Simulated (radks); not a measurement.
Task: The boron ion B2+, [He] 2s1. Method: non-relativistic Kohn-Sham, exchange-only LDA, spin-polarised, spherical densities, point nucleus; computed with a radial shooting solver on a logarithmic mesh with Libxc functionals. Every spin shell is full or empty, so the densities are truly spherical. Functionals are evaluated on that one density, not self-consistently. Rank these orbital-free kinetic functionals by their error against the exact value of the orbitals, and give that value: Thomas-Fermi, TF + vW, TF + vW/5, APBEK, Perdew 92, Thakkar, Pearson, LKT, PG1.

Result: Exact: 22.9460 hartree. From best to worst, with 100 (|E| - |E exact|)/|E exact| (equal figures are ties): APBEK +0.33, Perdew 92 +0.58, Thakkar +0.59, Pearson -3.95, TF + vW/5 +9.01, Thomas-Fermi -9.99, PG1 +48.81, LKT +56.17, TF + vW +85.02.
